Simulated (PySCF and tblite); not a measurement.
Results of a calculation; reference values are marked as such.
System: C5H8O3, numbered as in [CH3:1][O:2][C:3](=[O:4])/[CH:5]=[C:6](/[CH3:7])[OH:8].

Motion: rotation about the C3–C5 bond (torsion O2–C3–C5–C6 from 180° to 360°, rising). GFN2-xTB gives an electronic barrier of 13.5 kcal/mol and a reaction energy of 4.5 kcal/mol.

**Question.** What does revPBE/pcSseg-1 + D3(BJ) give on GFN2-xTB geometries?

**Answer.** A barrier of 19.5 kcal/mol, 6.0 above the tight-binding barrier (from unrounded values), a reaction energy of 4.5 kcal/mol and, with GFN2-xTB thermal terms, ΔG‡(298 K) = 19.0 kcal/mol and k = 0.14 s⁻¹ (2 equivalent paths).

Programs: tblite and PySCF.
